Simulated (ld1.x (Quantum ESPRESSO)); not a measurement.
What one change does to a pseudopotential (thallium, TM)

thallium (Tl), norm-conserving Troullier–Martins (Kleinman–Bylander form), made with ld1.x (Quantum ESPRESSO) 7.5 (LDA (PZ), fully relativistic). Core [Xe] 4f14 5d10, reference 6s2 6p0.5 (charge +0.5). Waves: 6p (bound): rc 2.50 bohr; 6s (bound): rc 1.65 bohr. Local part: the s channel. Core correction: Bessel-smoothed model core, default radius (core density twice the valence density).

Open shells are filled in proportion to 2j + 1 (rel_dist='average').

All-electron outer shells of the reference configuration (LDA (PZ), scalar-relativistic, ld1.x):

| shell | level (eV) | outermost node (bohr) | outermost maximum (bohr) |
| --- | --- | --- | --- |
| 5d | -19.08 | 0.53 | 1.11 |
| 6s | -13.09 | 1.04 | 2.05 |
| 6p | -5.36 | 1.23 | 2.80 |

Change: wave 6p (bound): rc 2.50 bohr becomes 6p (bound): rc 2.12 bohr.

Cutoffs: the cutoffs (Ry, on a coarse ladder) from which the occupation-weighted sum of valence levels, in a spherical-Bessel basis at the reference potential, stays within 10 and 1 mRy of its value at 400 Ry; they do not see the model core or the augmentation charge, which bear on the density cutoff. Errors are all-electron minus pseudo energies relative to the spin-unpolarised reference configuration.

Predict the effect on cutoff, ghosts and configuration errors.

The potential gets neither clearly harder nor softer (40 Ry and 90 Ry → 40 Ry and 90 Ry); the s channel sets the loose cutoff, while the largest relative change is in p, which becomes harder; the errors of the 7 common tests hardly move; neither file shows a bound ghost.

```csv
quantity,base,changed
"cutoff, loose",40 Ry,40 Ry
"cutoff, tight",90 Ry,90 Ry
loose cutoff by channel (10 mRy a level),"p 8 Ry, s 25 Ry","p 15 Ry, s 25 Ry"
bound ghosts,none,none
"error for 6s2 6p1, meV [ΔE -2.02 eV]",-4.6,-4.6
"error for 6s2 6p0, meV [ΔE 3.50 eV]",-10,-10
"error for 6s1 6p0, meV [ΔE 24.70 eV]",-307,-309
"error for 6s2 6p1.3, meV [ΔE -2.59 eV]",-8.8,-8.8
"error for 6s1 6p2, meV [ΔE 5.34 eV]",-30,-26
"error for 6s1 6p1, meV [ΔE 11.74 eV]",-87,-84
"error for 6s0 6p3, meV [ΔE 13.11 eV]",-150,-133
```
